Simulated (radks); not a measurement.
Values are calculated unless marked as measured or tabulated.
Species: As2+. Configuration: [Ar] 3d10 4s2 5s1 (not the ground configuration). Level of theory: scalar-relativistic Kohn-Sham, exchange-only B88, spin-polarised, spherical densities, point nucleus; open shells are filled with parallel spins first (a radial shooting solver on a logarithmic mesh with Libxc functionals).

Radial electron density D(r) = 4 pi r^2 rho(r):

r (bohr),D(r) (e/bohr),spin D(r)
0.003603,3.661,0.000571
0.004805,5.914,0.000918
0.006409,9.305,0.00143
0.008548,14.13,0.00215
0.0114,20.49,0.00303
0.01508,27.72,0.00393
0.02012,34.95,0.00454
0.02683,39.83,0.00431
0.03579,40.29,0.00283
0.04774,36.59,0.000633
0.06367,33.08,-0.0000410
0.08492,35.65,0.00370
0.1133,43.88,0.0105
0.1511,47.50,0.0115
0.2015,38.50,0.00145
0.2687,26.42,-0.00176
0.3584,25.92,0.0176
0.478,30.73,0.0251
0.6376,25.76,0.000105
0.8504,13.93,0.0171
1.134,5.796,0.0916
1.501,2.720,0.0864
2.002,1.249,0.000797
2.67,0.4686,0.0942
3.561,0.3765,0.326
4.749,0.2750,0.273
6.334,0.07143,0.0714
8.448,0.005380,0.00538

D(r) has 4 maxima, at r = 0.0317, 0.143, 0.494, 3.68 bohr, and minima at 0.0668, 0.310, 3.21 bohr, inside which lie 2.08, 10.96, 30.14 electrons.
